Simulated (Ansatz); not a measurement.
`[OH][GaH][SiH2]F` + `C[SiH2]O` → `C[SiH2]O[SiH2]F` + `[OH][GaH2]`  (cleavage of the Si–Ga bond)

Calculated with Ansatz (gas phase, PBE0-D4/def2-TZVP geometries, no zero-point term in ΔE). CCSD(T)/CBS is the MP2 limit (def2-TZVPP, def2-QZVPP) plus CCSD(T) − MP2 in def2-TZVPP, frozen cores. This one scheme is used for every species. DFT in def2-TZVPP. HSE06 is defined as in plane-wave codes. For Ga outer-core shells are correlated without core-valence functions, which leaves a few kJ/mol of doubt a bond. Scalar relativity is left out up to krypton. Each species was taken in one conformer, which may not be the lowest.

Question: Is it downhill or uphill in electronic energy at CCSD(T)/CBS, and by how much? (Best estimate.)

Answer: Ansatz gave: Downhill: ΔE = -127.5 kJ/mol.

Question: What do these levels give: r2SCAN0-D4, HSE06-D4, CAM-B3LYP-D4, ωB97M-V, PBE, r2SCAN, HSE06, LC-ωPBE, HF/def2-SVP, MP2/def2-SVP, CCSD(T)/def2-SVP, MP2/CBS(def2)? (An estimate is asked.)

Answer: Computed: r2SCAN0-D4 -128.7, HSE06-D4 -112.9, CAM-B3LYP-D4 -134.8, ωB97M-V -129.7, PBE -100.0, r2SCAN -122.7, HSE06 -111.2, LC-ωPBE -122.0, HF/def2-SVP -145.7, MP2/def2-SVP -135.1, CCSD(T)/def2-SVP -128.3, MP2/CBS(def2) -133.8 kJ/mol.

Question: What do rigid-rotor, harmonic-oscillator terms from PBE0-D4/def2-TZVP frequencies (298.15 K, 1 bar) make of the CCSD(T)/CBS value? (An estimate is asked.)

Answer: Ansatz gave: ΔZPE = -5.0 kJ/mol, ΔH = -133.4 kJ/mol, ΔS = 1 J/(mol·K), ΔG = -133.8 kJ/mol. Modes under 50 cm⁻¹ make the entropy rough.

Largest T1 diagnostic among the species: 0.015.

In def2-TZVPP, CCSD(T) changes the Hartree–Fock value by +23.8 kJ/mol (the triples alone add +3.1 kJ/mol) and MP2 by +17.5 kJ/mol. From r2SCAN to r2SCAN0 (25 % exact exchange), in def2-TZVPP and without D4, ΔE moves by −5.1 kJ/mol.
